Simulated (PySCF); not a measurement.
# Spinor energies of Ir⁺ (iridium, charge +1)

Start: [Xe] 4f14 5d7 6s1; 5d3/2 filled at m_j = +1/2, +3/2; 5d5/2 filled at m_j = -3/2, -1/2, +1/2, +3/2, +5/2; 6s1/2 filled at m_j = +1/2. Calculated with PySCF 2.14 in x2c-SVPall-2c with one added diffuse shell each of s, d type (8s9p10d2f, 99 functions): generalised Hartree-Fock with the X2C-1e Hamiltonian and a Gaussian nucleus; one run each with spin-orbit coupling (SO) switched off, then screened by Boettger's factors. This is a chosen level, not necessarily the ground level.

```tsv
spinor shell	electrons	ε, spin-free (eV)	ε, screened SO (eV)	weight of nominal j (screened SO)	rms radius, screened SO (bohr)
1s1/2	2	-76538.3	-76511.6	1.000	0.0197
2s1/2	2	-13544.3	-13535.8	1.000	0.0796
2p1/2	2	-11776.8	-12945.1	1.000	0.0675
2p3/2	4	-11776.8	-11311.5	1.000	0.0752
3s1/2	2	-3240.5	-3237.6	1.000	0.203
3p1/2	2	-2715.2	-2973.6	1.000	0.195
3p3/2	4	-2715.2	-2610.0	1.000	0.210
3d3/2	4	-2128.3	-2172.7	1.000	0.186
3d5/2	6	-2128.3	-2095.7	1.000	0.189
4s1/2	2	-732.97	-731.96	1.000	0.450
4p1/2	2	-557.60	-619.22	1.000	0.456
4p3/2	4	-557.60	-532.16	1.000	0.489
4d3/2	4	-337.57	-346.78	1.000	0.508
4d5/2	6	-337.57	-330.26	1.000	0.519
5s1/2	2	-123.74	-123.48	1.000	1.05
4f5/2	6	-90.828	-92.147	0.995	0.586
4f7/2	8	-90.828	-88.882	0.996	0.587
5p1/2	2	-75.489	-86.250	0.981	1.19
5p3/2	4	-75.489	-70.668	0.991	1.23
5d3/2	2	-21.485	-21.281	0.561	1.78
5d5/2	5	-21.485	-21.602	0.476	1.79
6s1/2	1	-16.699	-16.634	0.994	2.94
```

| quantity | spin-free | screened SO |
| --- | --- | --- |
| E (hartree) | -17813.10144 | -17837.63904 |
| M_J | 5 | 5 |
| ⟨J²⟩ | 30.006 | 30.009 |
| ⟨L²⟩ | 12.004 | 12.843 |
| ⟨S²⟩ | 6.002 | 5.771 |

Each row is a mean over spinors that exchange with the open shell spreads, by up to 7.388 eV (5p3/2).

Rows whose weight is well below 1 are mixtures of j = l ± 1/2: exchange outweighs spin-orbit coupling there, and the label is only the starting occupation.

Breit and QED terms are absent; they matter most for the inner s and p1/2 levels.

Densities and radii are taken from the X2C orbitals without a picture-change correction, which distorts them close to the nucleus.

Without spin-orbit coupling the j labels of p, d and f shells carry no meaning; the spin-free column gives the mean over the occupied spinors of each nl shell.
